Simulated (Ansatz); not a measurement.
Harmonic frequencies (cm⁻¹) at PBE0-D4/def2-TZVP from Ansatz: 184, 335, 408, 421, 720, 823, 924, 998, 1000, 1061, 1122, 1181, 1252, 1318, 1338, 1476, 1779, 3072, 3133, 3266, 3842.

Each molecule was computed in one conformer, which needn't be the lowest.

Question: Which molecule is it?
A. `O=CC1CO1`
B. `OC1=COC1`
C. `OC#CCO`
D. `CB1[SiH2]S1`

Answer: B.
